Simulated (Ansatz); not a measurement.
Ansatz results at the PBE0-D4/def2-TZVP geometry: HOMO energy (B3LYP/def2-TZVPP) -7.71 eV; size of the dipole moment (ωB97M-V/def2-TZVPP) 3.08 D; size of the dipole moment (PBE/def2-TZVPP) 2.95 D.

Each molecule was computed in one conformer, which needn't be the lowest.

(1) Which molecule gave them?
A. `N=C1OCO1`
B. `OCCCS`
C. `O[SiH]1[SiH2]CS1`
D. `N#COCO`

Results:

(1) A. The others give `O[SiH]1[SiH2]CS1`: -6.73, 1.79, 1.66; `OCCCS`: -6.61, 0.55, 0.58; `N#COCO`: -8.34, 4.20, 4.24.

B3LYP here is the variant with VWN-RPA as its local correlation; programs differ in this.
